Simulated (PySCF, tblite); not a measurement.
Compound: C₆H₁₁FO₂Si.
Z-matrix (Å and degrees, GFN2-xTB geometry), rows numbered from 1:
```
C 
C   1  1.5304
C   2  1.4870  1  109.74
Si  3  1.8995  2  122.15  1   -68.37
C   3  1.3463  2  125.86  1   105.93
O   5  1.3835  3  114.93  2  -172.14
C   6  1.4161  5  116.92  3  -124.81
C   5  1.4581  3  125.32  2     1.77
O   8  1.1882  5  130.13  3    16.97
F   8  1.3740  5  111.92  3  -161.66
H   1  1.0874  2  110.12  3   -62.89
H   1  1.0870  2  110.03  3   177.44
H   1  1.0879  2  110.59  3    57.11
H   2  1.0931  1  108.79  3  -118.31
H   2  1.0894  1  109.69  3   122.89
H   4  1.4577  3  110.04  2   111.22
H   4  1.4611  3  108.58  2  -124.82
H   4  1.4676  3  106.37  2    -8.07
H   7  1.0882  6  105.56  5   171.82
H   7  1.0946  6  111.01  5    53.27
H   7  1.0920  6  112.14  5   -69.44
```

Theory: PBE0/pcSseg-1 in PySCF (dipole) on a GFN2-xTB geometry, gas phase.

Take the most abundant isotopes and a rigid rotor. The values belong to one conformer with, in the numbering `[CH3:1][CH2:2]/[C:3]([SiH3:4])=[C:5](/[O:6][CH3:7])[C:8](=[O:9])[F:10]`, C1–C2–C3–Si4 -68°, C3–C5–O6–C7 -125°, C3–C5–C8–O9 17°.

Give the principal moments of inertia and the rotational constants in cm⁻¹.

Ia = 375.69, Ib = 526.80, Ic = 829.75 u·Å²; 505379 MHz·u·Å²/I gives 1345, 959.3 and 609.1 MHz, that is A = 0.04487, B = 0.03200, C = 0.02032 cm⁻¹.

What kind of rotor is it?

An asymmetric top. Ray's parameter κ = (2B − A − C)/(A − C) = -0.048; −1 is the prolate and +1 the oblate limit.

What does the inertial defect say?

Not planar: Δ = Ic − Ia − Ib = -72.73 u·Å². For a rigid frame Δ = −2 Σ m c², so Σ m c² = 36.37 u·Å² lies off the ab plane: 11.19 from hydrogen and 25.17 from heavier atoms. The atom farthest from that plane is 1.51 Å away.

Which types of transition are allowed, and where do some lines up to J = 4 fall?

The dipole components are |μa| = 1.42 D, |μb| = 1.74 D, |μc| = 0.71 D. Intensities carry the squares of the components, which stand as 0.67 : 1.00 : 0.17 (a : b : c). Some lines, for components of 0.1 D or more:

| type | branch | J(Ka,Kc) | MHz | lower level (cm⁻¹) |
| --- | --- | --- | --- | --- |
| c | Q | 4(2,3) ← 4(1,3) | 389 | 0.581 |
| a | Q | 3(2,1) ← 3(2,2) | 638 | 0.389 |
| a | Q | 4(2,2) ← 4(2,3) | 1494 | 0.594 |
| b | R | 1(1,1) ← 0(0,0) | 1954 | 0.000 |
| b | Q | 3(3,1) ← 3(2,2) | 2887 | 0.389 |
| a | R | 2(0,2) ← 1(0,1) | 2983 | 0.052 |
| b | R | 2(1,2) ← 1(0,1) | 3172 | 0.052 |
| b | R | 3(1,3) ← 2(0,2) | 4287 | 0.152 |
| c | R | 2(2,1) ← 1(1,1) | 4995 | 0.065 |
| b | R | 2(2,0) ← 1(1,1) | 5148 | 0.065 |
| a | R | 4(0,4) ← 3(0,3) | 5407 | 0.293 |
| b | R | 4(4,1) ← 3(3,0) | 10197 | 0.487 |
| b | R | 4(4,0) ← 3(3,1) | 10256 | 0.485 |

Estimate the classical rotational partition function at 10 K, 100 K and 500 K.

Point group C1, symmetry number σ = 1; q = (√π/σ)·√((kT/h)³/(ABC)), k/h = 20836.6 MHz/K: 6010 at 10 K, 190000 at 100 K, 2130000 at 500 K.

Its GFN2-xTB frequencies are all real (lowest 49 cm⁻¹). These are rigid-rotor constants of the computed structure; measured ground-state constants (B0) also hold zero-point vibration. A rigid rotor knows nothing of internal rotation, which can split or shift real lines.
